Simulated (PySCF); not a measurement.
C₃H₉NSi₂, SMILES C#C[C@H](N)[SiH2][SiH3].

Coordinates come from a B3LYP-D3(BJ)/def2-SVP optimisation. The structure was generated by enumeration; whether it is a known compound was not checked. One conformer was computed; it need not be the lowest.

These are PBE0/def2-TZVP run with PySCF values and carry that method's errors.

Computed frontier levels, gap, dipole moment and polarisability:
- highest occupied level = -6.70 eV
- lowest empty level = -0.14 eV
- orbital gap = 6.56 eV
- dipole moment = 1.05 D
- quadrupole, principal values (traceless, Buckingham form, about the centre of nuclear charge) = -10.89, 1.65, 9.25 D·Å
- mean static polarisability = 101.1 bohr³ (14.98 Å³)
- polarisability, principal values = 79.1, 110.1, 114.0 bohr³
